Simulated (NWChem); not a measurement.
Everything below was run with NWChem. System: Te, charge 0, spin multiplicity 3. Its SCF solution wasn't tested for a lower state. Level: UHF/def2-TZVP with def2 effective core potentials on Te.

NWChem printed:

```
             Northwest Computational Chemistry Package (NWChem) 7.3.0
             --------------------------------------------------------

                                NWChem Input Module
                                -------------------

 Scaling coordinates for geometry "geometry" by  1.889725989
 (inverse scale =  0.529177249)

                             Geometry "geometry" -> ""
                             -------------------------

 Output coordinates in angstroms (scale by  1.889725989 to convert to a.u.)

  No.       Tag          Charge          X              Y              Z
 ---- ---------------- ---------- -------------- -------------- --------------
    1 Te                  52.0000     0.00000000     0.00000000     0.00000000

 Effective nuclear repulsion energy (a.u.)       0.0000000000

            Nuclear Dipole moment (a.u.)
            ----------------------------
        X                 Y               Z
 ---------------- ---------------- ----------------
     0.0000000000     0.0000000000     0.0000000000

      Symmetry information
      --------------------

 Group name             D2h
 Group number             26
 Group order               8
 No. of unique centers     1

      Symmetry unique atoms

     1


 Summary of "ao basis" -> "" (spherical)
 ------------------------------------------------------------------------------
       Tag                 Description            Shells   Functions and Types
 ---------------- ------------------------------  ------  ---------------------
 *                         def2-tzvp                  on all atoms

 Summary of "ao basis" -> "ao basis" (spherical)
 ------------------------------------------------------------------------------
       Tag                 Description            Shells   Functions and Types
 ---------------- ------------------------------  ------  ---------------------
 Te                        def2-tzvp                16       50   6s5p3d2f

                                 NWChem SCF Module
                                 -----------------

  ao basis        = "ao basis"
  functions       =    50
  atoms           =     1
  alpha electrons =    13
  beta  electrons =    11
  charge          =   0.00
  wavefunction    = UHF
  use symmetry    = T
  symmetry adapt  = T

 Summary of "ao basis" -> "ao basis" (spherical)
 ------------------------------------------------------------------------------
       Tag                 Description            Shells   Functions and Types
 ---------------- ------------------------------  ------  ---------------------
 Te                        def2-tzvp                16       50   6s5p3d2f

      Symmetry analysis of basis
      --------------------------

        ag         12
        au          2
        b1g         3
        b1u         9
        b2g         3
        b2u         9
        b3g         3
        b3u         9

 Forming initial guess at       0.1s

   Symmetry analysis of molecular orbitals - initial alpha
   -------------------------------------------------------

  Numbering of irreducible representations:

     1 ag          2 au          3 b1g         4 b1u         5 b2g
     6 b2u         7 b3g         8 b3u

  Orbital symmetries:

     1 ag          2 b2u         3 b1u         4 b3u         5 ag
     6 b3g         7 b1g         8 b2g         9 ag         10 ag
    11 b2u        12 b1u        13 b3u        14 b1u        15 b2u
    16 b3u        17 ag         18 b3g        19 b1g        20 b2g
    21 ag         22 ag         23 b1u

   Symmetry analysis of molecular orbitals - initial beta
   ------------------------------------------------------

  Numbering of irreducible representations:

     1 ag          2 au          3 b1g         4 b1u         5 b2g
     6 b2u         7 b3g         8 b3u

  Orbital symmetries:

     1 ag          2 b2u         3 b1u         4 b3u         5 ag
     6 b3g         7 b1g         8 b2g         9 ag         10 ag
    11 b3u        12 b2u        13 b1u        14 b3u        15 b1u
    16 b2u        17 b1g        18 b2g        19 ag         20 ag
    21 b3g        22 ag         23 au

 Starting SCF solution at       0.1s

 ----------------------------------------------
[...]
 Vector   11  Occ=1.000000D+00  E=-3.978094D-01  Symmetry=b2u
              MO Center=  7.3D-21,  3.0D-18, -1.5D-18, r^2= 2.2D+00
   Bfn.  Coefficient  Atom+Function         Bfn.  Coefficient  Atom+Function
  ----- ------------  ---------------      ----- ------------  ---------------
    17      0.606771  1 Te py                11     -0.440029  1 Te py
    14      0.350275  1 Te py                20      0.223651  1 Te py

 Vector   12  Occ=1.000000D+00  E=-3.978094D-01  Symmetry=b1u
              MO Center= -3.9D-22, -1.7D-22,  2.3D-17, r^2= 2.2D+00
   Bfn.  Coefficient  Atom+Function         Bfn.  Coefficient  Atom+Function
  ----- ------------  ---------------      ----- ------------  ---------------
    18      0.606771  1 Te pz                12     -0.440029  1 Te pz
    15      0.350275  1 Te pz                21      0.223651  1 Te pz

 Vector   13  Occ=1.000000D+00  E=-3.424529D-01  Symmetry=b3u
              MO Center=  1.8D-18, -8.4D-20, -8.6D-19, r^2= 2.3D+00
   Bfn.  Coefficient  Atom+Function         Bfn.  Coefficient  Atom+Function
  ----- ------------  ---------------      ----- ------------  ---------------
    16      0.566542  1 Te px                10     -0.429576  1 Te px
    13      0.345883  1 Te px                19      0.274902  1 Te px

 Vector   14  Occ=0.000000D+00  E= 2.176803D-01  Symmetry=b1u
              MO Center=  2.1D-23, -2.1D-22, -3.2D-18, r^2= 7.5D+00
   Bfn.  Coefficient  Atom+Function         Bfn.  Coefficient  Atom+Function
  ----- ------------  ---------------      ----- ------------  ---------------
    21      1.599963  1 Te pz                18     -1.355726  1 Te pz
    12      0.212180  1 Te pz

 Vector   15  Occ=0.000000D+00  E= 2.176803D-01  Symmetry=b2u
              MO Center=  1.8D-23,  1.9D-20,  1.4D-21, r^2= 7.5D+00
   Bfn.  Coefficient  Atom+Function         Bfn.  Coefficient  Atom+Function
  ----- ------------  ---------------      ----- ------------  ---------------
    20      1.599963  1 Te py                17     -1.355726  1 Te py
    11      0.212180  1 Te py

 Vector   16  Occ=0.000000D+00  E= 2.386464D-01  Symmetry=b3u
              MO Center= -5.1D-19, -1.1D-20, -2.3D-21, r^2= 7.4D+00
   Bfn.  Coefficient  Atom+Function         Bfn.  Coefficient  Atom+Function
  ----- ------------  ---------------      ----- ------------  ---------------
    19      1.599905  1 Te px                16     -1.397372  1 Te px
    10      0.218656  1 Te px

                     UHF Final Beta Molecular Orbital Analysis
                     -----------------------------------------

 Vector    9  Occ=1.000000D+00  E=-1.940663D+00  Symmetry=ag
              MO Center= -2.4D-16, -1.8D-16,  2.4D-17, r^2= 3.0D-01
   Bfn.  Coefficient  Atom+Function         Bfn.  Coefficient  Atom+Function
  ----- ------------  ---------------      ----- ------------  ---------------
    26      0.794957  1 Te d  2              24     -0.458969  1 Te d  0

 Vector   10  Occ=1.000000D+00  E=-6.655124D-01  Symmetry=ag
              MO Center=  5.0D-17, -7.9D-18,  1.1D-15, r^2= 1.5D+00
   Bfn.  Coefficient  Atom+Function         Bfn.  Coefficient  Atom+Function
  ----- ------------  ---------------      ----- ------------  ---------------
     5      0.773940  1 Te s                  2      0.643778  1 Te s
     3     -0.523177  1 Te s                  6      0.501175  1 Te s
     4     -0.413398  1 Te s                  1     -0.384171  1 Te s

 Vector   11  Occ=1.000000D+00  E=-3.109656D-01  Symmetry=b3u
              MO Center= -2.0D-17, -4.8D-21, -8.0D-21, r^2= 2.4D+00
   Bfn.  Coefficient  Atom+Function         Bfn.  Coefficient  Atom+Function
  ----- ------------  ---------------      ----- ------------  ---------------
    16      0.535714  1 Te px                10     -0.422949  1 Te px
    13      0.345440  1 Te px                19      0.311499  1 Te px

 Vector   12  Occ=0.000000D+00  E=-9.013580D-03  Symmetry=b1u
              MO Center=  3.7D-23, -4.0D-23, -1.3D-15, r^2= 3.4D+00
   Bfn.  Coefficient  Atom+Function         Bfn.  Coefficient  Atom+Function
  ----- ------------  ---------------      ----- ------------  ---------------
    21      0.599501  1 Te pz                12     -0.350023  1 Te pz
    18      0.304946  1 Te pz                15      0.287818  1 Te pz

 Vector   13  Occ=0.000000D+00  E=-9.013580D-03  Symmetry=b2u
              MO Center= -2.8D-23,  5.2D-18, -3.2D-23, r^2= 3.4D+00
   Bfn.  Coefficient  Atom+Function         Bfn.  Coefficient  Atom+Function
  ----- ------------  ---------------      ----- ------------  ---------------
    20      0.599501  1 Te py                11     -0.350023  1 Te py
    17      0.304946  1 Te py                14      0.287818  1 Te py

 Vector   14  Occ=0.000000D+00  E= 2.452216D-01  Symmetry=b3u
              MO Center=  1.1D-17,  1.9D-17,  1.3D-17, r^2= 7.3D+00
   Bfn.  Coefficient  Atom+Function         Bfn.  Coefficient  Atom+Function
  ----- ------------  ---------------      ----- ------------  ---------------
    19      1.597375  1 Te px                16     -1.421894  1 Te px
    10      0.224545  1 Te px

 center of mass
 --------------
 x =   0.00000000 y =   0.00000000 z =   0.00000000

 moments of inertia (a.u.)
 ------------------
           0.000000000000           0.000000000000           0.000000000000
           0.000000000000           0.000000000000           0.000000000000
           0.000000000000           0.000000000000           0.000000000000

  Mulliken analysis of the total density
  --------------------------------------

    Atom       Charge   Shell Charges
 -----------   ------   -------------------------------------------------------
    1 Te  24    24.00   0.29 -0.84  1.56  1.00  1.11  0.88 -0.51  6.46  1.02  2.19  0.83  9.09  0.89  0.03  0.00  0.00

  Mulliken analysis of the alpha density
  --------------------------------------

    Atom       Charge   Shell Charges
 -----------   ------   -------------------------------------------------------
    1 Te  24    13.00   0.14 -0.42  0.78  0.50  0.55  0.45 -0.26  3.25  0.75  1.68  0.58  4.52  0.46  0.02  0.00  0.00

   Mulliken analysis of the beta density
   -------------------------------------

    Atom       Charge   Shell Charges
 -----------   ------   -------------------------------------------------------
    1 Te  24    11.00   0.14 -0.42  0.78  0.50  0.56  0.43 -0.25  3.22  0.27  0.50  0.26  4.56  0.43  0.01  0.00  0.00

   Mulliken analysis of the spin density
   -------------------------------------

    Atom       Charge   Shell Charges
 -----------   ------   -------------------------------------------------------
    1 Te  24     2.00  -0.00  0.00 -0.00 -0.01 -0.00  0.01 -0.02  0.03  0.48  1.18  0.32 -0.04  0.03  0.00  0.00  0.00

       Multipole analysis of the density wrt the origin
       ------------------------------------------------

     L   x y z        total         alpha         beta         nuclear
     -   - - -        -----         -----         ----         -------
     0   0 0 0     -0.000000    -13.000000    -11.000000     24.000000

     1   1 0 0      0.000000      0.000000      0.000000      0.000000
     1   0 1 0      0.000000      0.000000      0.000000      0.000000
     1   0 0 1     -0.000000      0.000000     -0.000000      0.000000

     2   2 0 0    -22.327813    -12.383419     -9.944394      0.000000
     2   1 1 0      0.000000      0.000000      0.000000      0.000000
     2   1 0 1      0.000000     -0.000000      0.000000      0.000000
     2   0 2 0    -18.853329    -12.717877     -6.135452      0.000000
     2   0 1 1     -0.000000     -0.000000     -0.000000      0.000000
     2   0 0 2    -18.853329    -12.717877     -6.135452      0.000000

 Task  times  cpu:        0.6s     wall:        0.6s

 Total times  cpu:        0.6s     wall:        0.6s
```

Question: Write an NWChem input that would produce this output.

Answer: This is not unique; one that fits is 
```
start mol
memory heap 200 mb stack 900 mb global 1100 mb
geometry units angstroms nocenter noautoz
  Te     0.000000     0.000000     0.000000
  symmetry group D2h
end
basis spherical
  * library def2-tzvp
end
ecp
  Te library def2-ecp
end
scf
  uhf
  nopen 2
  maxiter 100
  thresh 1e-7
  semidirect memsize 60000000 filesize 0
  # guess.movecs holds the orbitals of an unrestricted PBE0 run
  vectors input guess.movecs output mol.movecs
end
task scf energy
```
